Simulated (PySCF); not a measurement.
# What a mistake does to a calculation on BCGeH6 cation

All numbers below are calculated, not measured. They come from PySCF 2.14.0, an open-source quantum chemistry program, on an isolated molecule that a program drew, which may never have been made. The molecule is BCGeH6 cation (charge +1, singlet), drawn as the SMILES string `C[B+][GeH3]`.

Each row is a Hartree-Fock (HF) and frozen-core CCSD(T) single point in the cc-pVDZ basis, meant for a local HF minimum. Run 1 is clean. Each other run has one planted mistake out of seven kinds, and not every kind appears here: one electron removed, one electron added, multiplicity raised by two, geometry at a saddle point, minimal basis STO-3G, one bond length entered in bohr, all coordinates scaled. The reference is restricted for singlets and unrestricted otherwise, and also for a bond in bohr. Adding or removing an electron swaps singlet and doublet. Electrons count all cores. HOMO and LUMO are orbital energies over both spins, the gradient is its largest component, and the lowest frequency (negative if imaginary) is given only where the gradient is small. Bond lengths are over the 8 bonds as drawn. T1 is the CCSD diagnostic: over 0.02 (restricted) or 0.045 (unrestricted) a single reference is doubtful. Germanium has the cc-pVDZ-PP basis, with a core potential (ECP10MDF) in place of its 10 inner electrons, and its 3s, 3p and 3d shells are frozen in CCSD(T).

Geometry of the clean run:
```xyz
9
BCGeH6 cation, angstrom
C     1.2521    1.6178   -0.1661
B    -0.0403    0.9353   -0.4807
Ge   -1.8830   -0.0373   -0.9294
H     2.0529    0.8737   -0.0656
H     1.5116    2.3168   -0.9717
H     1.1608    2.1747    0.7755
H    -1.6149   -0.7021   -2.2661
H    -2.8819    1.1032   -0.9765
H    -2.0683   -0.9961    0.2312
```

```
run  electrons  basis functions  <S^2>  HOMO (eV)  LUMO (eV)  gradient (hartree/bohr)  lowest frequency (cm^-1)  mean bond (Å)  longest bond (Å)      T1  HF (hartree)  CCSD(T) (hartree)                     mistake
  1         48               81  0.000     -18.13      -4.27                  4.3e-05                        26         1.4337             2.131  0.0140    -359.12785         -359.48369                    no fault
  2         47               81  0.764     -24.06     -15.62                  8.6e-02                         -         1.4337             2.131  0.0224    -358.50813         -358.84753        one electron removed
  3         48               81  2.011     -14.04      -8.20                  5.0e-02                         -         1.4337             2.131  0.0241    -358.97798         -359.31923  multiplicity raised by two
  4         48               81  0.000     -18.33      -4.23                  1.9e-02                         -         1.3965             2.076  0.0138    -359.12273         -359.47623      all coordinates scaled
  5         49               81  0.768      -6.63       2.23                  5.3e-02                         -         1.4337             2.131  0.0125    -359.32639         -359.69522                           ?
```

**Which mistake was planted in run 5, and what did it cost?**

It counts 49 electrons, one more than the clean run, at the same geometry and basis. So the mistake is: one electron added. Subtracting run 1 and multiplying by 627.51 kcal/mol a hartree, the energy moved by -124.6 kcal/mol in HF and -132.7 kcal/mol in CCSD(T).

